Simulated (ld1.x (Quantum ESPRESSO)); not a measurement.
# phosphorus (P): one change to an ultrasoft potential, before and after

* Element: P
* Generator: ld1.x (Quantum ESPRESSO) 7.5
* Type: ultrasoft
* Functional: PBE
* Relativity: scalar-relativistic
* Frozen core: [Ne]
* Valence charge: 5
* Reference configuration: 3s2 3p3
* Partial waves: 3s (bound): rcut 1.75, rcutus 1.90 bohr; 3s channel at 0.35 Ry: rcut 1.75, rcutus 1.90 bohr; 3p (bound): rcut 1.65, rcutus 2.10 bohr; 3p channel at 2.25 Ry: rcut 1.65, rcutus 2.10 bohr; 3d channel at 0.1 Ry: rcut 1.40, rcutus 1.90 bohr
* Local potential: all-electron potential smoothed inside 1.45 bohr (lloc = -1)
* Core correction: a·sin(br)/r model core, default radius (core density twice the valence density)
* Augmentation charge: built from norm-conserving waves at rcut, not smoothed further

Change: wave 3p channel at 2.25 Ry: rcut 1.65, rcutus 2.10 bohr becomes 3p channel at 0.64 Ry: rcut 1.65, rcutus 2.10 bohr.

Cutoffs: the cutoffs (Ry, on a coarse ladder) from which the occupation-weighted sum of valence levels, in a spherical-Bessel basis at the reference potential, stays within 10 and 1 mRy of its value at 400 Ry; they do not see the model core or the augmentation charge, which bear on the density cutoff. Errors are all-electron minus pseudo energies relative to the spin-unpolarised reference configuration.

Question: What does the change do?

Answer: The potential gets neither clearly harder nor softer (12 Ry and 18 Ry → 12 Ry and 18 Ry); of the 7 tests that both files solve, the error grows in 1 and shrinks in 0 by more than 15 % and 0.3 meV (median size 3.2 → 3.2 meV); neither file shows a bound ghost.

```csv
quantity,base,changed
"cutoff, loose",12 Ry,12 Ry
"cutoff, tight",18 Ry,18 Ry
bound ghosts,none,none
"error for 3s2 3p2, meV [ΔE 9.73 eV]",+1.1,+0.9
"error for 3s2 3p1, meV [ΔE 28.88 eV]",+13,+12
"error for 3s2 3p0, meV [ΔE 58.62 eV]",+57,+57
"error for 3s2 3p2.5, meV [ΔE 3.77 eV]",0.0,-0.1
"error for 3s1 3p3, meV [ΔE 18.85 eV]",-1.9,-2.2
"error for 3s1 3p0, meV [ΔE 110.62 eV]",+145,+145
"error for 3s1 3p4, meV [ΔE 8.53 eV]",-3.2,-3.2
s: phases at 2.31 bohr within 0.05 rad from the reference energy up to (Ry; the scan ends near 5),3.6,3.6
p: phases at 2.31 bohr within 0.05 rad from the reference energy up to (Ry; the scan ends near 5),4.7,4.6
d: phases at 2.31 bohr within 0.05 rad from the reference energy up to (Ry; the scan ends near 5),3.9,3.9
lowest overlap eigenvalue by channel,"s 0.40, p 0.68, d 1.00","s 0.40, p 0.80, d 1.00"
```
